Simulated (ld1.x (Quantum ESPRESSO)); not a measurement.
**What one change does to a pseudopotential (Co (Z = 27), TM)**

- Element: Co
- Generator: ld1.x (Quantum ESPRESSO) 7.5
- Type: norm-conserving Troullier–Martins (Kleinman–Bylander form)
- Functional: LDA (PZ)
- Relativity: scalar-relativistic
- Frozen core: [Ne] 3s2
- Valence charge: 15
- Reference configuration: 3p6 3d6 4s0 4p0 (charge +3)
- Partial waves: 4s (bound, empty): rc 1.95 bohr; 3d (bound): rc 0.90 bohr; 3p (bound): rc 0.85 bohr
- Local potential: the p channel
- Core correction: none

Change: all radii scaled by about 1.05 (s 2.04, p 0.90, d 0.94 bohr).

Cutoffs: the cutoffs (Ry, on a coarse ladder) from which the occupation-weighted sum of valence levels, in a spherical-Bessel basis at the reference potential, stays within 10 and 1 mRy of its value at 400 Ry; they do not see the model core or the augmentation charge, which bear on the density cutoff. Errors are all-electron minus pseudo energies relative to the spin-unpolarised reference configuration.

Q: How do hardness, ghosts and transferability respond?

A: Both files keep a bound ghost (s); of the 9 tests that both files solve, the error grows in 2 and shrinks in 0 by more than 15 % and 0.3 meV (median size 77.0 → 79.6 meV).

| quantity | base | changed |
| --- | --- | --- |
| cutoff, loose | 230 Ry | 230 Ry |
| cutoff, tight | over 300 Ry | over 300 Ry |
| loose cutoff by channel (10 mRy a level) | d 200 Ry, p 100 Ry | d 200 Ry, p 70 Ry |
| bound ghosts | s | s |
| error for 3p6 3d7 4s2 4p0, meV [ΔE -62.57 eV] | +127 | +131 |
| error for 3p6 3d7 4s1 4p0, meV [ΔE -53.27 eV] | +77 | +80 |
| error for 3p6 3d7 4s0 4p0, meV [ΔE -36.19 eV] | -13 | -12 |
| error for 3p6 3d6 4s2 4p1, meV [ΔE -52.80 eV] | +25 | +30 |
| error for 3p6 3d7 4s1.5 4p0, meV [ΔE -58.85 eV] | +106 | +110 |
| error for 3p6 3d8 4s0 4p0, meV [ΔE -55.86 eV] | -30 | -28 |
| error for 3p6 3d7 4s0 4p1, meV [ΔE -47.82 eV] | +5.3 | +10 |
| error for 3p6 3d6 4s0 4p0 (spin-polarised), meV [ΔE -4.15 eV] | +1084 | +1077 |
| error for 3p6 3d7 4s2 4p0 (spin-polarised), meV [ΔE -64.55 eV] | +633 | +636 |

 A true bound ghost makes a file unfit for plane-wave use even where its test errors are small: the radial tests pick states by their node count and pass the ghost by.
